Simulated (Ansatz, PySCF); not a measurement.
Gas-phase reaction (SMILES): Fc1ccncn1 [4-fluoropyrimidine] + 10 [H][H] (H2) -> 4 C (CH4) + F (HF) + 2 N (NH3); energy of full hydrogenation.

Each molecule is optimised on its own at B3LYP-D3(BJ)/def2-TZVP (Ansatz, a program for electronic structure). Cores are frozen in the correlated levels unless marked. No spin-orbit coupling. No relativistic terms. Basis-set limits of correlation are two-point, X^-3; Hartree-Fock from the larger set. Unstable Hartree-Fock reference: Fc1ccncn1. Thermal terms are rigid-rotor harmonic-oscillator values from B3LYP-D3(BJ) frequencies (PySCF) at 298.15 K and 1 atm. 1 Eh = 627.5095 kcal/mol.

| species | E, CCSD(T)/CBS(cc-pVTZ,cc-pVQZ) (Ansatz) (Eh) | E, PBE/def2-TZVPD (Ansatz) (Eh) | H - E (Eh) | G - E (Eh) |
|---|---|---|---|---|
| Fc1ccncn1 | -363.17111 | -363.30836 | 0.07485 | 0.04037 |
| [H][H] (H2) | -1.17450 | -1.16589 | 0.01336 | -0.00144 |
| C (CH4) | -40.45816 | -40.46301 | 0.04840 | 0.02728 |
| F (HF) | -100.39146 | -100.39521 | 0.01259 | -0.00713 |
| N (NH3) | -56.50369 | -56.51037 | 0.03799 | 0.01614 |

Task: Work out ΔE and ΔH, ΔG, ΔS and the equilibrium constant at 298.15 K at the first level, then ΔH at the second.

Result: 
1. ΔE = [4×(-40.45816) + (-100.39146) + 2×(-56.50369)] - [(-363.17111) + 10×(-1.17450)] = -0.31537 Eh = -197.9 kcal/mol at CCSD(T)/CBS(cc-pVTZ,cc-pVQZ).
2. The terms H - E add up to 0.07372 Eh, so ΔH = (-0.31537 + (0.07372))×627.5095 = -151.6 kcal/mol.
3. The terms G - E add up to 0.10830 Eh, so ΔG = -129.9 kcal/mol, and ΔS = (0.07372 - (0.10830))×627509.5/298.15 = -72.8 cal/(mol K).
4. log10 K = -ΔG/(RT ln 10) = 95.2, with RT ln 10 = 1.3642 kcal/mol.
5. With ΔH and ΔS taken as constant, ΔG changes sign near ΔH/ΔS = 2080 K, a rough figure that leaves out heat capacities.
6. At PBE/def2-TZVPD the same steps give ΔE = -188.7 and ΔH = -142.5 kcal/mol, a shift of +9.1 from the first level.
7. These values are not checked against measurement here, since the tables used lack a sound gas-phase enthalpy of formation for at least one species.
